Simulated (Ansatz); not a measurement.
Species: CH7S3Si (charge +1, singlet). It need not be the lowest isomer of its formula. 
Geometry from a B3LYP-D3(BJ)/def2-TZVP (Ansatz, an electronic-structure program) optimisation:
SMILES: C[Si](S)(S)[SH2+]
```xyz
12

C      2.0461    -0.5022     0.4125
Si     0.3491     0.1556     0.1312
S      0.1768     1.3912    -1.5622
S     -0.6511     0.6691     1.9062
S     -0.7024    -1.8578    -0.6904
H      2.6816     0.3147     0.7621
H      2.0516    -1.2870     1.1708
H      2.4727    -0.8971    -0.5110
H     -0.9728     1.9771    -1.1808
H     -1.6608     1.3302     1.3107
H     -1.9523    -1.3677    -0.8042
H     -0.9558    -2.4741     0.4838
```
Charge +1, spin multiplicity 1.

Total electronic energies in hartree. Cores are frozen in the correlated levels unless marked. Spin-orbit coupling is left out. No relativistic terms. CBS marks a two-point X^-3 extrapolation of the correlation energy; Hartree-Fock from the larger set. The bracket is a focal-point correction in the basis named.

```
level                                                                 program  energy (Eh)
-------------------------------------------------------------  --------------  -----------
BLYP-D4/def2-TZVPD                                             Ansatz + dftd4  -1526.26070
revPBE-D4/def2-TZVPD                                           Ansatz + dftd4  -1526.02284
r2SCAN-D3(BJ)/def2-TZVPD                                       Ansatz + dftd3  -1526.15056
HSE06-D3(BJ)/def2-TZVPD                                        Ansatz + dftd3  -1525.66965
HSE06/def2-TZVPD                                                       Ansatz  -1525.65782
CAM-B3LYP-D3(BJ)/def2-TZVPD                                    Ansatz + dftd3  -1526.29348
CAM-B3LYP/def2-TZVPD                                                   Ansatz  -1526.27962
B2GP-PLYP-D4/def2-TZVPD                                        Ansatz + dftd4  -1525.54528
RPA@PBE/cc-pV(Q+d)Z                                                    Ansatz  -1524.92541
MP2/cc-pV(D+d)Z                                                        Ansatz  -1523.97924
SCS-MP2/6-31G                                                          Ansatz  -1523.32772
SCS-MP2/cc-pwCVTZ                                                      Ansatz  -1524.24908
CCSD(T)/cc-pV(T+d)Z                                                    Ansatz  -1524.34838
RI-MP2/CBS(cc-pV(T+d)Z,cc-pV(Q+d)Z)+[CCSD(T)-MP2]/cc-pV(Q+d)Z          Ansatz   -1524.4741
CCSD(T)/CBS(cc-pV(T+d)Z,cc-pV(Q+d)Z)                                   Ansatz   -1524.4716
```

Totals of different functionals don't rank their quality; only differences between species are comparable.
